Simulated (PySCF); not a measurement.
C₃H₃BrF₂, SMILES FC(F)/C=C\Br.

Coordinates come from a PBE-D3(BJ)/def2-SVP optimisation. The structure was generated by enumeration; whether it is a known compound was not checked. The values are those of a single conformer.

The numbers are results of PBE-D3(BJ)/def2-SVP run with PySCF, not measurements.

Frequencies are harmonic and unscaled.

```
mode  ν (cm⁻¹)  IR (km/mol)  moving atoms (share of kinetic energy)
----  --------  -----------  --------------------------------------
1           37          1.5                          F 69 %, C 19 %
2          125          1.0                 F 40 %, Br 37 %, C 20 %
3          219          0.4                  C 42 %, F 41 %, H 16 %
4          384         15.2          C 51 %, F 28 %, H 12 %, Br 9 %
5          474          9.3                          C 46 %, F 46 %
6          502          3.9                  C 52 %, H 28 %, F 20 %
7          611         10.1                  F 44 %, C 41 %, H 10 %
8          652         23.6                  C 71 %, F 13 %, H 11 %
9          720         31.2                          H 66 %, C 27 %
10         912          0.0                          H 78 %, C 22 %
11        1034         27.1                          C 56 %, H 36 %
12        1063        205.1                   C 59 %, F 33 %, H 9 %
13        1098        178.6                  C 50 %, H 27 %, F 24 %
14        1171          1.6                          H 74 %, C 24 %
15        1255         20.3                          H 77 %, C 22 %
16        1324         23.7                          H 85 %, C 13 %
17        1354         49.7                          H 60 %, C 39 %
18        1656         59.4                                  C 95 %
19        3002         20.7                           H 92 %, C 8 %
20        3107          0.8                                  H 92 %
21        3152          2.2                           H 91 %, C 9 %
```
